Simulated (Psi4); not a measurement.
Torsional profile of SMILES [SiH3][CH2][GeH3]. Scanned: dihedral H4–Si1–C2–Ge3; all other coordinates were relaxed at GFN2-xTB. Heavy atoms are numbered in the order of the SMILES [SiH3][CH2][GeH3], hydrogens after them in the order of the atoms that carry them; the mirror image has the same energies with the sign of each dihedral reversed.

Methods: PBE/def2-TZVP // GFN2-xTB (Psi4); PBE-D3(BJ)/def2-TZVP // GFN2-xTB (Psi4); B3LYP-D3(BJ)/def2-TZVP // GFN2-xTB (Psi4); MP2/cc-pVTZ = DF-MP2 (frozen core)/cc-pVTZ // GFN2-xTB (Psi4 1.11).

Energies relative to the lowest point of each profile, in kJ/mol; the last columns give the difference from MP2:

```json
[
 {"φ / °": "0", "PBE/def2-TZVP": "4.68", "PBE-D3(BJ)/def2-TZVP": "4.76", "B3LYP-D3(BJ)/def2-TZVP": "4.87", "MP2/cc-pVTZ": "5.50", "PBE/def2-TZVP − MP2/cc-pVTZ": "-0.82", "PBE-D3(BJ)/def2-TZVP − MP2/cc-pVTZ": "-0.74", "B3LYP-D3(BJ)/def2-TZVP − MP2/cc-pVTZ": "-0.63"},
 {"φ / °": "10", "PBE/def2-TZVP": "4.35", "PBE-D3(BJ)/def2-TZVP": "4.42", "B3LYP-D3(BJ)/def2-TZVP": "4.52", "MP2/cc-pVTZ": "5.11", "PBE/def2-TZVP − MP2/cc-pVTZ": "-0.76", "PBE-D3(BJ)/def2-TZVP − MP2/cc-pVTZ": "-0.69", "B3LYP-D3(BJ)/def2-TZVP − MP2/cc-pVTZ": "-0.59"},
 {"φ / °": "20", "PBE/def2-TZVP": "3.43", "PBE-D3(BJ)/def2-TZVP": "3.48", "B3LYP-D3(BJ)/def2-TZVP": "3.55", "MP2/cc-pVTZ": "4.00", "PBE/def2-TZVP − MP2/cc-pVTZ": "-0.58", "PBE-D3(BJ)/def2-TZVP − MP2/cc-pVTZ": "-0.52", "B3LYP-D3(BJ)/def2-TZVP − MP2/cc-pVTZ": "-0.45"},
 {"φ / °": "30", "PBE/def2-TZVP": "2.25", "PBE-D3(BJ)/def2-TZVP": "2.28", "B3LYP-D3(BJ)/def2-TZVP": "2.33", "MP2/cc-pVTZ": "2.60", "PBE/def2-TZVP − MP2/cc-pVTZ": "-0.36", "PBE-D3(BJ)/def2-TZVP − MP2/cc-pVTZ": "-0.32", "B3LYP-D3(BJ)/def2-TZVP − MP2/cc-pVTZ": "-0.28"},
 {"φ / °": "40", "PBE/def2-TZVP": "1.11", "PBE-D3(BJ)/def2-TZVP": "1.13", "B3LYP-D3(BJ)/def2-TZVP": "1.15", "MP2/cc-pVTZ": "1.26", "PBE/def2-TZVP − MP2/cc-pVTZ": "-0.15", "PBE-D3(BJ)/def2-TZVP − MP2/cc-pVTZ": "-0.13", "B3LYP-D3(BJ)/def2-TZVP − MP2/cc-pVTZ": "-0.11"},
 {"φ / °": "50", "PBE/def2-TZVP": "0.31", "PBE-D3(BJ)/def2-TZVP": "0.31", "B3LYP-D3(BJ)/def2-TZVP": "0.32", "MP2/cc-pVTZ": "0.33", "PBE/def2-TZVP − MP2/cc-pVTZ": "-0.02", "PBE-D3(BJ)/def2-TZVP − MP2/cc-pVTZ": "-0.02", "B3LYP-D3(BJ)/def2-TZVP − MP2/cc-pVTZ": "-0.01"},
 {"φ / °": "60", "PBE/def2-TZVP": "0.00", "PBE-D3(BJ)/def2-TZVP": "0.00", "B3LYP-D3(BJ)/def2-TZVP": "0.00", "MP2/cc-pVTZ": "0.00", "PBE/def2-TZVP − MP2/cc-pVTZ": "0.00", "PBE-D3(BJ)/def2-TZVP − MP2/cc-pVTZ": "0.00", "B3LYP-D3(BJ)/def2-TZVP − MP2/cc-pVTZ": "0.00"},
 {"φ / °": "70", "PBE/def2-TZVP": "0.33", "PBE-D3(BJ)/def2-TZVP": "0.34", "B3LYP-D3(BJ)/def2-TZVP": "0.35", "MP2/cc-pVTZ": "0.37", "PBE/def2-TZVP − MP2/cc-pVTZ": "-0.03", "PBE-D3(BJ)/def2-TZVP − MP2/cc-pVTZ": "-0.02", "B3LYP-D3(BJ)/def2-TZVP − MP2/cc-pVTZ": "-0.01"},
 {"φ / °": "80", "PBE/def2-TZVP": "1.16", "PBE-D3(BJ)/def2-TZVP": "1.19", "B3LYP-D3(BJ)/def2-TZVP": "1.22", "MP2/cc-pVTZ": "1.35", "PBE/def2-TZVP − MP2/cc-pVTZ": "-0.19", "PBE-D3(BJ)/def2-TZVP − MP2/cc-pVTZ": "-0.16", "B3LYP-D3(BJ)/def2-TZVP − MP2/cc-pVTZ": "-0.13"},
 {"φ / °": "90", "PBE/def2-TZVP": "2.30", "PBE-D3(BJ)/def2-TZVP": "2.35", "B3LYP-D3(BJ)/def2-TZVP": "2.41", "MP2/cc-pVTZ": "2.71", "PBE/def2-TZVP − MP2/cc-pVTZ": "-0.41", "PBE-D3(BJ)/def2-TZVP − MP2/cc-pVTZ": "-0.36", "B3LYP-D3(BJ)/def2-TZVP − MP2/cc-pVTZ": "-0.30"},
 {"φ / °": "100", "PBE/def2-TZVP": "3.47", "PBE-D3(BJ)/def2-TZVP": "3.53", "B3LYP-D3(BJ)/def2-TZVP": "3.62", "MP2/cc-pVTZ": "4.09", "PBE/def2-TZVP − MP2/cc-pVTZ": "-0.63", "PBE-D3(BJ)/def2-TZVP − MP2/cc-pVTZ": "-0.56", "B3LYP-D3(BJ)/def2-TZVP − MP2/cc-pVTZ": "-0.47"},
 {"φ / °": "110", "PBE/def2-TZVP": "4.35", "PBE-D3(BJ)/def2-TZVP": "4.42", "B3LYP-D3(BJ)/def2-TZVP": "4.53", "MP2/cc-pVTZ": "5.13", "PBE/def2-TZVP − MP2/cc-pVTZ": "-0.78", "PBE-D3(BJ)/def2-TZVP − MP2/cc-pVTZ": "-0.71", "B3LYP-D3(BJ)/def2-TZVP − MP2/cc-pVTZ": "-0.60"}
]
```

PBE/def2-TZVP is furthest from MP2/cc-pVTZ at 0 (-0.82 kJ/mol, below); its mean absolute difference over the points is 0.39 kJ/mol.

PBE-D3(BJ)/def2-TZVP is furthest from MP2/cc-pVTZ at 0 (-0.74 kJ/mol, below); its mean absolute difference over the points is 0.35 kJ/mol.

B3LYP-D3(BJ)/def2-TZVP is furthest from MP2/cc-pVTZ at 0 (-0.63 kJ/mol, below); its mean absolute difference over the points is 0.30 kJ/mol.
